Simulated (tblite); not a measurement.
Species: C₇H₁₂BP.
Atom-mapped SMILES: `[BH3-:1][P@@+:2]1([CH:3]2[CH2:4][CH2:5]2)[CH:6]=[C:7]1[CH:8]=[CH2:9]` (hydrogens: H10, H11, H12 on B1; H13 on C3; H14, H15 on C4; H16, H17 on C5; H18 on C6; H19 on C8; H20, H21 on C9)
Bond orders are those of one Lewis drawing.

Computed with GFN2-xTB (tblite), gas phase: L-BFGS steps from a force-field or distance-geometry start until the largest atomic force falls under 0.01 eV/Å.

Step 2: E = -672.3580 eV
```
atom  x, y, z in Å  |  force x, y, z in eV/Å
B1     -0.9948   -1.6075   -1.2647   -0.294  -0.583  -0.424
P2     -0.1204   -0.3801   -0.1212   -0.095  -0.016  -0.130
C3     -0.8686    1.2755    0.2823    0.310  -0.802  -0.090
C4     -2.2999    1.5231   -0.0777   -0.202   0.135  -0.295
C5     -1.9509    1.1607    1.3197    0.022  -0.111   0.169
C6      0.6233   -1.0821    1.3701    0.048   0.143   0.195
C7      1.5641   -0.6594    0.5239    0.001   0.316  -0.044
C8      2.9363   -0.5094    0.1590    0.502   0.045   0.047
C9      3.3183    0.0619   -0.9886    0.264  -0.095   0.298
H10    -0.7195   -1.3318   -2.3733    0.081   0.191  -0.367
H11    -2.1453   -1.4789   -1.0592   -0.441   0.164   0.107
H12    -0.6429   -2.7040   -0.9839    0.298  -0.006   0.208
H13    -0.2170    2.1288    0.2542    0.254   0.186   0.280
H14    -2.5887    2.5520   -0.2407    0.044   0.006  -0.246
H15    -2.8159    0.8085   -0.7194    0.131   0.156   0.355
H16    -1.9093    1.9129    2.0923   -0.441  -0.018   0.078
H17    -2.2798    0.1688    1.6294    0.360   0.238   0.113
H18     0.4434   -1.5763    2.3085    0.226   0.064  -0.170
H19     3.7061   -0.8714    0.8527   -0.427   0.055  -0.135
H20     2.5934    0.4264   -1.6859   -0.271   0.092  -0.187
H21     4.3592    0.1993   -1.2779   -0.370  -0.159   0.238
```

Step 3: E = -672.4262 eV
```
atom  x, y, z in Å  |  force x, y, z in eV/Å
B1     -1.0151   -1.6270   -1.2867    0.025  -0.357  -0.142
P2     -0.1200   -0.3931   -0.1290   -0.062   0.073  -0.026
C3     -0.8648    1.2680    0.2838    0.225  -0.576  -0.101
C4     -2.3019    1.5268   -0.0759    0.181   0.019  -0.122
C5     -1.9509    1.1626    1.3185    0.138  -0.044  -0.067
C6      0.6332   -1.0749    1.3749   -0.047   0.250  -0.174
C7      1.5701   -0.6503    0.5299   -0.234   0.271  -0.153
C8      2.9363   -0.5088    0.1599    0.398   0.075   0.106
C9      3.3171    0.0616   -0.9829    0.076   0.055  -0.055
H10    -0.7161   -1.3245   -2.3823    0.007   0.093  -0.352
H11    -2.1547   -1.4724   -1.0552   -0.453   0.078   0.049
H12    -0.6302   -2.7059   -0.9744    0.168   0.004   0.082
H13    -0.2133    2.1283    0.2639    0.175   0.018   0.240
H14    -2.5858    2.5475   -0.2494    0.005   0.244  -0.231
H15    -2.8111    0.8155   -0.7067   -0.056  -0.092   0.114
H16    -1.9247    1.9040    2.0880   -0.344   0.272   0.298
H17    -2.2662    0.1819    1.6329    0.177  -0.159   0.176
H18     0.4513   -1.5723    2.2977    0.163  -0.093   0.189
H19     3.6954   -0.8714    0.8517   -0.211  -0.020   0.016
H20     2.5893    0.4266   -1.6875   -0.124   0.026  -0.024
H21     4.3531    0.1950   -1.2717   -0.208  -0.136   0.178
```

Step 4: E = -672.4690 eV
```
atom  x, y, z in Å  |  force x, y, z in eV/Å
B1     -1.0297   -1.6472   -1.3054    0.090  -0.050   0.012
P2     -0.1204   -0.4026   -0.1354   -0.109   0.077  -0.084
C3     -0.8589    1.2551    0.2835    0.241  -0.107  -0.064
C4     -2.2977    1.5292   -0.0747    0.235   0.041  -0.196
C5     -1.9478    1.1641    1.3144    0.144   0.018   0.167
C6      0.6401   -1.0643    1.3739   -0.279   0.052   0.067
C7      1.5704   -0.6388    0.5317    0.025   0.293  -0.355
C8      2.9410   -0.5071    0.1630   -0.005   0.231  -0.114
C9      3.3156    0.0635   -0.9820   -0.109  -0.001   0.019
H10    -0.7136   -1.3177   -2.3950   -0.082  -0.030  -0.217
H11    -2.1694   -1.4663   -1.0515   -0.238  -0.033  -0.041
H12    -0.6178   -2.7075   -0.9660    0.065  -0.021  -0.020
H13    -0.2082    2.1267    0.2754    0.069  -0.216   0.184
H14    -2.5837    2.5491   -0.2601    0.067   0.195  -0.174
H15    -2.8093    0.8181   -0.6960   -0.128  -0.192  -0.007
H16    -1.9422    1.9026    2.0904   -0.231   0.263   0.212
H17    -2.2535    0.1875    1.6391    0.071  -0.291   0.157
H18     0.4601   -1.5714    2.2938    0.164  -0.044   0.154
H19     3.6848   -0.8723    0.8523    0.053  -0.109   0.204
H20     2.5853    0.4267   -1.6878   -0.072   0.012   0.036
H21     4.3461    0.1895   -1.2643    0.029  -0.086   0.060
```

Step 5: E = -672.4929 eV
```
atom  x, y, z in Å  |  force x, y, z in eV/Å
B1     -1.0379   -1.6604   -1.3173    0.054   0.160   0.064
P2     -0.1224   -0.4076   -0.1410   -0.066   0.014  -0.057
C3     -0.8506    1.2461    0.2822   -0.030   0.150   0.056
C4     -2.2915    1.5318   -0.0780    0.279  -0.032  -0.055
C5     -1.9436    1.1656    1.3161    0.123   0.021   0.075
C6      0.6398   -1.0568    1.3745   -0.061   0.096  -0.132
C7      1.5709   -0.6264    0.5269   -0.249   0.123  -0.115
C8      2.9432   -0.5011    0.1615   -0.181   0.049   0.253
C9      3.3123    0.0639   -0.9795    0.005   0.164  -0.326
H10    -0.7136   -1.3140   -2.4065   -0.147  -0.122  -0.080
H11    -2.1823   -1.4632   -1.0500   -0.021  -0.119  -0.113
H12    -0.6088   -2.7090   -0.9611   -0.003  -0.022  -0.085
H13    -0.2040    2.1214    0.2860    0.098  -0.249   0.131
H14    -2.5808    2.5529   -0.2699    0.129   0.086  -0.125
H15    -2.8103    0.8165   -0.6893   -0.103  -0.169  -0.031
H16    -1.9574    1.9058    2.0950   -0.133   0.191   0.102
H17    -2.2440    0.1863    1.6456    0.043  -0.214   0.101
H18     0.4687   -1.5714    2.2938    0.160  -0.001   0.107
H19     3.6795   -0.8750    0.8567    0.042  -0.065   0.151
H20     2.5813    0.4270   -1.6875   -0.023   0.000   0.080
H21     4.3427    0.1845   -1.2588    0.084  -0.062  -0.001
```

Task: Estimate the geometry and energy of step 6. (The exact step hangs on the optimiser's Hessian estimate; all steps are aligned on step 5, rigid shifts and turns removed.)

Result: E = -672.5084 eV, largest force 0.281 eV/Å
```
atom  x, y, z in Å  |  force x, y, z in eV/Å
B1     -1.0420   -1.6660   -1.3235    0.019   0.227   0.068
P2     -0.1250   -0.4100   -0.1453   -0.108  -0.001  -0.071
C3     -0.8458    1.2417    0.2824   -0.133   0.211   0.129
C4     -2.2832    1.5330   -0.0818    0.138  -0.075   0.024
C5     -1.9387    1.1664    1.3191    0.030   0.013   0.043
C6      0.6387   -1.0501    1.3723   -0.095  -0.029   0.034
C7      1.5657   -0.6165    0.5221   -0.080   0.081  -0.074
C8      2.9424   -0.4967    0.1658   -0.174   0.190  -0.084
C9      3.3115    0.0671   -0.9838   -0.100  -0.062   0.141
H10    -0.7164   -1.3140   -2.4155   -0.178  -0.167   0.012
H11    -2.1910   -1.4635   -1.0512    0.111  -0.163  -0.146
H12    -0.6032   -2.7102   -0.9596   -0.048   0.009  -0.123
H13    -0.1989    2.1141    0.2951    0.151  -0.196   0.092
H14    -2.5765    2.5568   -0.2784    0.184  -0.058  -0.077
H15    -2.8126    0.8127   -0.6852   -0.011  -0.071   0.013
H16    -1.9695    1.9113    2.0998   -0.059   0.068  -0.031
H17    -2.2370    0.1820    1.6515    0.054  -0.051   0.035
H18     0.4772   -1.5713    2.2956    0.166   0.094  -0.044
H19     3.6762   -0.8776    0.8617    0.004  -0.023   0.107
H20     2.5778    0.4275   -1.6863   -0.043   0.033   0.024
H21     4.3415    0.1802   -1.2552    0.169  -0.030  -0.073
```

The energy changes by -0.0155 eV. The first-order estimate −F·Δx gives -0.0241 eV and the mean of the old and new forces, exact on a quadratic surface, -0.0156 eV. The step makes an angle of 51° with the force vector and moves no atom by more than 0.014 Å.

What follows is the cost of the whole relaxation. On one thread of an Intel Xeon Platinum 8488C, no GPU, on a shared host, this took 2.2 s of wall time.
